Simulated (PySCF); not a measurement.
C4H3BrO.

```xyz
9

Br     0.0049     1.5237     0.0000
C     -0.1031    -0.3261     0.0000
C     -1.1731    -1.1688     0.0000
C     -0.6095    -2.4936     0.0000
C      0.7423    -2.3314     0.0000
O      1.0599    -1.0088     0.0000
H     -2.2223    -0.8813     0.0000
H     -1.1498    -3.4390     0.0000
H      1.5831    -3.0213     0.0000
```

Geometry: ωB97X-D3(BJ)/def2-SVP.

The numbers are results of PBE0/pcSseg-1 (PySCF), not measurements. Non-relativistic, no solvent.

Computed absolute GIAO shielding of each atom: isotropic value and principal components (ppm):
```csv
atom,σ(iso),σ11,σ22,σ33,span
Br1,2103.6,1528.5,1866.4,2916.0,1387.6
C2,40.6,-31.1,72.1,80.8,111.9
C3,65.6,-20.5,70.2,147.2,167.7
C4,65.6,-19.6,59.1,157.3,176.9
C5,35.3,-38.5,39.0,105.5,144.0
O6,12.8,-98.4,-68.9,205.7,304.0
H7,24.7,21.5,24.3,28.3,6.8
H8,24.6,22.6,24.9,26.3,3.7
H9,23.8,20.9,24.2,26.3,5.3
```
